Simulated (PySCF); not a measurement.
# Peak assignment

Bonds (- single, = double, # triple, : aromatic): C1-Si2, Si2-C3, C3=C4, C4-Si5, C4-C6, C6-F7, C6-F8. C1 carries H9, H10, H11; Si2 carries H12, H13; C3 carries H14; Si5 carries H15, H16, H17; C6 carries H18. Stereochemistry as in C[SiH2]/C=C(\[SiH3])C(F)F.

Computed data (PySCF 2.14.0 with density-fitted response routines): geometry: GFN2-xTB, GIAO PBE0/pcSseg-1 shieldings. Single conformer, in vacuum, relativity neglected, fast rotation and ring inversion assumed for equivalent nuclei.

δ = σ(ref) − σ, references computed at the same level: $^{13}$C (σref 186.93), $^{1}$H (σref 31.72) against TMS.

(1) Assign these signals to the numbered atoms. $^{13}$C{$^{1}$H} NMR (computed): δ 157.2, 155.5, 128.2, -6.7.

(2) Assign these signals to the numbered atoms. $^{1}$H NMR (400 MHz, computed): δ 7.12 (m, 1H), 6.10 (m, 1H), 4.59 (m, 2H), 4.33 (s, 3H), 0.30 (t, 3H).

Answers

(1) 
| δ (ppm) | atoms | environment | reason |
| --- | --- | --- | --- |
| 157.2 | C4 | fully substituted alkene carbon | an sp2 carbon of a C=C bond |
| 155.5 | C3 | alkene CH | the olefinic region |
| 128.2 | C6 | allylic sp3 CH bonded to 2 F | 2 electronegative neighbours deshield it |
| -6.7 | C1 | methyl carbon bonded to Si | an electropositive neighbour leaves it electron-rich and shielded |

C4 and C3 lie closer than the usual error of such a calculation, so a measured spectrum could show them in the other order.

(2) 
```tsv
δ (ppm)	atoms	environment	reason
7.12	H14	hydrogen on an alkene CH	olefinic region
6.10	H18	hydrogen on an allylic sp3 CH bonded to 2 F	its carbon carries F, which withdraws density
4.59	H12/H13	hydrogen on a silicon bonded to 2 C	–
4.33	H15/H16/H17	hydrogen on a silicon bonded to C	–
0.30	H9/H10/H11	hydrogen on a methyl carbon bonded to Si	an electropositive neighbour shields it, as in TMS itself
```

Splittings by $^{19}$F in the carbon and heteronuclear signals aren't shown, as no couplings were computed. Shifts are as computed. Against solution values, carbons near 30 ppm lie about +3 ppm off and those near 130 ppm about +5 ppm. Of 1211 compounds with measured shifts, 218 miss one by over three times the rms of a fit or turn the order of signals round; such compounds aren't used in these exercises. Multiplicities follow the n + 1 count of equivalent neighbours, as no J values were calculated; m marks all less simple cases, F and P coupling included.
